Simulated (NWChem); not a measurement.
Species: CH₄F₂Si; SMILES C[SiH](F)F

Question: Give the equilibrium geometry at PBE0/def2-SVP (NWChem) as a list of bonds and angles, with the point group.

Answer: point group Cs; any orientation.
Bonded distances (Å): Si1–C2 1.846, Si1–F3 1.617, Si1–F4 1.617, Si1–H5 1.482, C2–H6 1.101, C2–H7 1.101, C2–H8 1.101. Angles (°): C2–Si1–F3 109.6, C2–Si1–F4 109.6, C2–Si1–H5 115.2, F3–Si1–F4 106.5, F3–Si1–H5 107.8, F4–Si1–H5 107.8, Si1–C2–H6 110.8, Si1–C2–H7 110.8, Si1–C2–H8 110.5, H6–C2–H7 108.3, H6–C2–H8 108.2, H7–C2–H8 108.2.
